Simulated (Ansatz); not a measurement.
Zn₈O₈H₂₂, relaxed as a singlet with RKS PBE-D4/def2-SVP in Ansatz, starting from a model built from a lattice or polyhedron. Force threshold 0.03 eV/Å.

Single mean-field runs in def2-SVP are fitted with def2-universal-jkfit.

Start:

```xyz
38

Zn    1.240   -1.212    3.223
O    -0.748   -1.209    3.370
O     1.777   -0.382    1.498
Zn    0.976   -1.390   -0.004
Zn   -1.518   -0.350    1.771
O    -0.997   -1.362    0.156
O     1.522   -0.563   -1.730
Zn    0.706   -1.561   -3.262
Zn   -1.784   -0.560   -1.457
O    -1.267   -1.546   -3.090
Zn    1.145    1.525    1.490
O    -0.858    1.560    1.626
O     1.674    2.330   -0.242
Zn    0.887    1.325   -1.760
Zn   -1.631    2.381    0.016
O    -1.102    1.358   -1.618
H     1.740   -2.664    3.261
H     1.870   -0.443    4.387
H    -1.085   -2.112    3.487
H    -0.992   -0.699    4.204
H     2.775   -0.389    1.426
H     1.490   -2.864    0.020
H    -3.036   -0.312    1.887
H    -1.331   -2.277    0.214
H     2.494   -0.569   -1.822
H     1.246   -3.013   -3.198
H     1.127   -0.919   -4.569
H    -3.302   -0.500   -1.319
H    -1.586   -2.444   -3.013
H    -1.657   -1.116   -3.885
H     1.757    2.303    2.635
H    -1.074    2.040    2.400
H     2.673    2.334   -0.342
H     1.345    3.275   -0.273
H     1.273    1.987   -3.116
H    -3.145    2.406    0.140
H    -1.099    3.854   -0.102
H    -1.509    1.780   -2.408
```

```json
{"step": "1", "energy (eV)": "-403946.8442", "largest force component (eV/Å)": "3.069", "SCF passes": "22"}
{"step": "2", "energy (eV)": "-403950.4785", "largest force component (eV/Å)": "1.918", "SCF passes": "26"}
{"step": "3", "energy (eV)": "-403952.7346", "largest force component (eV/Å)": "0.811", "SCF passes": "25"}
{"step": "4", "energy (eV)": "-403953.5694", "largest force component (eV/Å)": "0.438", "SCF passes": "20"}
{"step": "5", "energy (eV)": "-403953.8310", "largest force component (eV/Å)": "0.419", "SCF passes": "19"}
{"step": "6", "energy (eV)": "-403953.9860", "largest force component (eV/Å)": "0.768", "SCF passes": "19"}
{"step": "7", "energy (eV)": "-403954.0857", "largest force component (eV/Å)": "0.501", "SCF passes": "20"}
{"step": "8", "energy (eV)": "-403954.2085", "largest force component (eV/Å)": "0.591", "SCF passes": "19"}
{"step": "9", "energy (eV)": "-403954.3133", "largest force component (eV/Å)": "0.535", "SCF passes": "19"}
{"step": "10", "energy (eV)": "-403954.3999", "largest force component (eV/Å)": "0.645", "SCF passes": "18"}
{"step": "11", "energy (eV)": "-403954.5060", "largest force component (eV/Å)": "0.318", "SCF passes": "19"}
{"step": "13", "energy (eV)": "-403954.6239", "largest force component (eV/Å)": "0.687", "SCF passes": "18"}
{"step": "15", "energy (eV)": "-403954.7479", "largest force component (eV/Å)": "0.280", "SCF passes": "18"}
{"step": "17", "energy (eV)": "-403954.8543", "largest force component (eV/Å)": "1.338", "SCF passes": "19"}
{"step": "19", "energy (eV)": "-403955.0524", "largest force component (eV/Å)": "0.874", "SCF passes": "19"}
{"step": "21", "energy (eV)": "-403955.2153", "largest force component (eV/Å)": "0.987", "SCF passes": "20"}
{"step": "23", "energy (eV)": "-403955.3674", "largest force component (eV/Å)": "0.233", "SCF passes": "20"}
{"step": "25", "energy (eV)": "-403955.5522", "largest force component (eV/Å)": "0.264", "SCF passes": "19"}
{"step": "27", "energy (eV)": "-403955.7323", "largest force component (eV/Å)": "0.650", "SCF passes": "19"}
{"step": "29", "energy (eV)": "-403955.7812", "largest force component (eV/Å)": "0.405", "SCF passes": "19"}
{"step": "31", "energy (eV)": "-403955.8226", "largest force component (eV/Å)": "0.654", "SCF passes": "19"}
{"step": "33", "energy (eV)": "-403955.8497", "largest force component (eV/Å)": "0.178", "SCF passes": "18"}
{"step": "35", "energy (eV)": "-403955.8721", "largest force component (eV/Å)": "0.277", "SCF passes": "19"}
{"step": "37", "energy (eV)": "-403955.8953", "largest force component (eV/Å)": "0.828", "SCF passes": "19"}
{"step": "39", "energy (eV)": "-403955.9242", "largest force component (eV/Å)": "0.329", "SCF passes": "19"}
{"step": "41", "energy (eV)": "-403955.9457", "largest force component (eV/Å)": "0.150", "SCF passes": "19"}
{"step": "43", "energy (eV)": "-403955.9520", "largest force component (eV/Å)": "0.028", "SCF passes": "20"}
```

Force components are those of the run's own axes.

End:

```xyz
38

Zn    2.521   -0.273    3.126
O    -0.716   -1.317    3.055
O     1.448   -0.225    1.066
Zn    0.306   -1.750    0.420
Zn   -2.077   -0.107    2.137
O    -1.633   -0.942    0.260
O     1.122   -1.573   -1.441
Zn    0.806   -1.688   -3.584
Zn   -2.319    0.239   -1.241
O    -1.255   -1.835   -3.638
Zn    1.059    1.572    1.901
O    -0.964    1.619    1.725
O     1.520    2.835    0.365
Zn    1.337    0.415   -2.016
Zn   -1.454    2.460   -0.124
O    -0.509    1.217   -1.598
H     4.022   -0.173    2.679
H     1.420   -1.012    4.045
H    -0.516   -2.154    2.559
H     0.206   -1.082    3.470
H     2.219   -0.132    0.469
H     0.085   -3.140    1.165
H    -3.544    0.126    2.613
H    -2.159   -1.766    0.225
H     1.977   -2.045   -1.385
H     1.535   -2.894   -4.262
H     1.004    0.034   -3.661
H    -2.996   -0.526   -2.462
H    -1.619   -2.739   -3.627
H    -1.912   -1.265   -3.122
H     1.757    1.602    3.333
H    -1.302    2.267    2.376
H     1.836    2.296   -0.427
H     0.726    3.356    0.053
H     2.519    1.276   -1.375
H    -2.927    1.664   -0.454
H    -0.856    3.931   -0.209
H    -0.667    1.730   -2.416
```

Bonds lost: Zn1–O2, Zn9–O10, O13–Zn14 (atoms count from 1). Bonds formed: Zn9–H36, Zn14–H27 (atoms count from 1). Metal–metal contacts that move far: Zn9–Zn15 3.29 to 2.63 Å, Zn1–Zn11 3.24 to 2.65 Å, Zn8–Zn14 3.26 to 2.68 Å.

No frequencies were taken in this run, so the end may be a saddle point.

It took 4.6 min on 2 threads of AMD EPYC 7R13 on a shared host and a share (18 GiB) of an NVIDIA H100 80GB HBM3, peak host memory 1.1 GiB.
